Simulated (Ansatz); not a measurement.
Consider the formal exchange of groups at the Si–C bond: `CO[SiH](C#N)OC` + `COCF` → `CO[SiH](F)OC` + `COCC#N`.

Gas-phase electronic energies from Ansatz, PBE0-D4/def2-TZVP geometries. CCSD(T)/CBS is the MP2 limit (def2-TZVPP, def2-QZVPP) plus CCSD(T) − MP2 in def2-TZVPP, frozen cores. This one scheme is used for every species. DFT in def2-TZVPP. One conformer a species, not always the lowest.

Question: Is it downhill or uphill in electronic energy at CCSD(T)/CBS, and by how much? (Estimate.)

Answer: Ansatz gave: Downhill: ΔE = -152.6 kJ/mol.

Question: What do these levels give: PBE-D4, B2PLYP, PBE0, HF/def2-TZVPP, MP2/def2-TZVPP, MP2/CBS(def2)? (An estimate is asked.)

Answer: The calculation gave: PBE-D4 -143.1, B2PLYP -150.4, PBE0 -148.3, HF/def2-TZVPP -150.7, MP2/def2-TZVPP -155.1, MP2/CBS(def2) -158.3 kJ/mol.

Largest T1 diagnostic among the species: 0.012.

From PBE to PBE0 (25 % exact exchange), in def2-TZVPP and without D4, ΔE moves by −5.0 kJ/mol.
